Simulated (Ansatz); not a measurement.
Gas-phase reaction in SMILES: C[CH]C/C=C\C -> C[C@H]1C[CH]CC1
Each molecule is optimised on its own at B3LYP-D3(BJ)/def2-TZVP (Ansatz, an electronic-structure program), one conformer each, not searched for the lowest.

Property: isomerisation energy (electronic energy difference), in kJ/mol. Cores are frozen in the correlated levels unless marked. Open shells are spin-unrestricted. Spin-orbit coupling is left out. No relativistic terms. CBS marks a two-point X^-3 extrapolation of the correlation energy; Hartree-Fock from the larger set. The bracket is a focal-point correction in the basis named.

```json
[
 {"level": "BLYP/def2-TZVPD", "program": "Ansatz", "isomerisation energy (kJ/mol)": "-40.0", "minus last row": "34.4"},
 {"level": "revPBE/def2-TZVPD", "program": "Ansatz", "isomerisation energy (kJ/mol)": "-59.5", "minus last row": "14.9"},
 {"level": "r2SCAN/def2-TZVPD", "program": "Ansatz", "isomerisation energy (kJ/mol)": "-73.3", "minus last row": "1.1"},
 {"level": "PBE0/def2-QZVPP", "program": "Ansatz", "isomerisation energy (kJ/mol)": "-81.2", "minus last row": "-6.8"},
 {"level": "SCS-MP2/6-31G*", "program": "Ansatz", "isomerisation energy (kJ/mol)": "-84.9", "minus last row": "-10.5"},
 {"level": "CCSD/6-31G*", "program": "Ansatz", "isomerisation energy (kJ/mol)": "-81.4", "minus last row": "-7.0"},
 {"level": "CCSD/cc-pwCVTZ", "program": "Ansatz", "isomerisation energy (kJ/mol)": "-74.6", "minus last row": "-0.2"},
 {"level": "CCSD(T)/cc-pVDZ", "program": "Ansatz", "isomerisation energy (kJ/mol)": "-80.2", "minus last row": "-5.8"},
 {"level": "CCSD(T) with core electrons/cc-pwCVTZ", "program": "Ansatz", "isomerisation energy (kJ/mol)": "-73.1", "minus last row": "1.3"},
 {"level": "RI-MP2/CBS(cc-pVTZ,cc-pVQZ)+[CCSD(T)-MP2]/cc-pVTZ", "program": "Ansatz", "isomerisation energy (kJ/mol)": "-74.4", "minus last row": "0.0"}
]
```
